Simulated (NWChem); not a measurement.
C2H7BFN (SMILES CN(C)BF): name the method

C2H7BFN has 12 atoms, charge 0, and is taken as a singlet. As SMILES, `CN(C)BF`. The coordinates come from a PBE0-D4/def2-TZVP relaxation. This is one conformer, not always the lowest.

```xyz
12

C    -0.7878    1.0885    0.1844
N     0.1491    0.0265   -0.0842
C    -0.2388   -1.2612    0.4412
B     1.3262    0.2393   -0.7931
F     2.1667   -0.7813   -1.0179
H    -0.9254    1.2284    1.2630
H    -0.4230    2.0227   -0.2418
H    -1.7692    0.8670   -0.2510
H    -0.3505   -1.2197    1.5307
H    -1.1982   -1.5813    0.0191
H     0.5155   -2.0071    0.1967
H     1.6122    1.3231   -1.2131
```

A calculation with NWChem 7.3.0 gave:

```
total energy  : -258.2825 Eh
dipole moment : 2.40 D
HOMO energy   : -10.49 eV
LUMO energy   : 4.70 eV
HOMO–LUMO gap : 15.19 eV
largest force : 0.422 eV/Å
```

Problem. Which of these levels gave the numbers?
A. PBE0/def2-SVP
B. SVWN5/6-31G
C. r2SCAN/STO-3G
D. HF/def2-SVP

Solution. D. The others give -257.7651 Eh (SVWN5/6-31G), -256.4308 Eh (r2SCAN/STO-3G), -259.4740 Eh (PBE0/def2-SVP).
